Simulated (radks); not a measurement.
Valence configurations of Al II (all share [Ne]). All-electron calculation, scalar-relativistic Kohn-Sham, PBE, spin-polarised, spherical densities, point nucleus; open shells are filled with parallel spins first. Program: a radial shooting solver on a logarithmic mesh with Libxc functionals. Energies are relative to 3s2; eigenvalues in eV for spin up.

valence      E (eV)  moment (Bohr magnetons)    e(3p)    e(3s)
3s2           0.000                        0        -  -14.811
3s1.5 3p0.5   2.595                        1   -9.879  -15.726
3s1 3p1       4.656                        2  -10.478  -16.451
3s0.5 3p1.5   7.646                        2  -10.789  -16.779
3p2          10.645                        2  -11.085        -

NIST lists [Ne] 3s2 as the ground configuration; this level of theory agrees among the configurations tried. The energies are those of spherical high-spin densities, not of single terms.
